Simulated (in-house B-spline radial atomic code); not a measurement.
How numerical settings move a run on the palladium ion Pd²⁺, [Kr] 4d8. Computed with an all-electron radial atomic-structure program (B-spline basis): scalar-relativistic (X2C) RPBE, spherical fractional occupations, Fermi nucleus of rms radius 4.5318 fm.

Command:
```bash
python run_scf.py task.json out
```
Settings of the sound reference run:
```
Z                46
electrons        44
configuration    [Kr] 4d8
hamiltonian      x2c
method           rpbe,pbe
spin_polarised   False
nucleus          fermi
rms_radius       4.5318
mass_number      106
atomic_mass      105.9035
speed_of_light   137.036
knot_spacing     0.22
spline_order     8
gauss_points     12
box_radius       22.22
max_iterations   70
damping          0.5
damped_steps     3
diis_vectors     10
tolerance        1e-08
start            Thomas-Fermi
```

Run time, properties included: 0.24 s on 1 thread of Arm Neoverse V1, with other jobs on the host.

It converges in 10 iterations to -5044.191323 hartree, with 4d at -27.2407 eV. The other runs change the listed settings, some to values that make no sense; their results aren't properties of the atom or ion. Radii are in bohr (the nuclear one in fm), a minus after a letter asks for a j subshell, and «unchanged» means within 1e-8 hartree. The run stops when the residual is below 10 × tolerance × max(1, Z/10), or a noise floor if that is larger, and the energy moves by less than 1e-8 × √|E| hartree; so very loose and very tight tolerances often act alike.

```tsv
changed settings	outcome
damped_steps = 1	converged in 10 iterations, energy unchanged, 4d level +3.8e-06 eV
damped_steps = 30	converged in 19 iterations, energy unchanged, 4d level +4.5e-06 eV
knot_spacing = 0.3, spline_order = 5, max_iterations = 60, damping = 0.8, start = bare nucleus	converged in 12 iterations, energy +1.32e-03 hartree from the reference, 4d level -5.4e-04 eV
damped_steps = 0	converged in 9 iterations, energy unchanged, 4d level +2.5e-06 eV
start = bare nucleus	converged in 11 iterations, energy unchanged, 4d level +1.2e-05 eV
first_knot = 0.0652	converged in 10 iterations, energy +3.83e+00 hartree from the reference, 4d level -2.8e-03 eV
first_knot = 0.0217, max_iterations = 75, damping = 0.95, tolerance = 1e-13, start = bare nucleus	converged in 21 iterations, energy +3.74e-01 hartree from the reference, 4d level -2.0e-04 eV
first_knot = 0.00652	converged in 10 iterations, energy -4.89e-02 hartree from the reference, 4d level +3.7e-05 eV
hamiltonian = dirac, method = hf, spin_polarised = True	stopped with error: spin polarisation is not served with the Dirac Hamiltonian
first_knot = 2.17e-06	converged in 9 iterations, energy +6.11e-06 hartree from the reference, 4d level +1.8e-04 eV
first_knot = 0.0217	converged in 10 iterations, energy +3.74e-01 hartree from the reference, 4d level -2.0e-04 eV
gauss_points = 4, max_iterations = 100, start = bare nucleus	converged in 11 iterations, energy -3.19e-07 hartree from the reference, 4d level +1.1e-05 eV
first_knot = 2.17e-05	converged in 10 iterations, energy -1.52e-08 hartree from the reference, 4d level +9.9e-06 eV
```

(1) What happens with damped_steps = 8?

(2) What happens with first_knot = 0.000217?

(3) What happens with first_knot = 0.00217?

(4) What happens with knot_spacing = 2, gauss_points = 4, box_radius = 11.11, max_iterations = 50?

Answers

(1) Converged in 13 iterations, energy unchanged, 4d level +2.8e-05 eV.

(2) Converged in 10 iterations, energy +1.02e-05 hartree from the reference, 4d level +8.9e-05 eV.

(3) Converged in 10 iterations, energy +3.58e-02 hartree from the reference, 4d level -2.6e-05 eV.

(4) Converged in 10 iterations, energy +1.35e+02 hartree from the reference, 4d level -2.3e+00 eV (the program warns: 2s reaches the box edge; 2p reaches the box edge).
